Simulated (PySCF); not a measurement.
Precursor series Hf F-NH2. Isolated molecules, 0 K electronic values unless said otherwise. One relaxed conformer stands for each flexible species; it need not be the lowest.

The numbers are results of PySCF with TPSSh-D3(BJ)/def2-TZVP // r2SCAN-D4/def2-SVP, not measurements. All candidates: neutral, multiplicity 1. 

- HOMO = -5.89 eV
- LUMO = -0.07 eV
- HOMO–LUMO gap = 5.82 eV

Q: Identify which member has these values.
(A) [Hf(F)2(NH2)2]
(B) [Hf(F)3(NH2)]
(C) [Hf(F)4]
(D) [Hf(NH2)4]

A: D, [Hf(NH2)4]. The others give [Hf(F)3(NH2)]: -7.31 eV, -0.99 eV, 6.32 eV; [Hf(F)4]: -11.02 eV, -1.13 eV, 9.89 eV; [Hf(F)2(NH2)2]: -6.71 eV, -0.49 eV, 6.21 eV
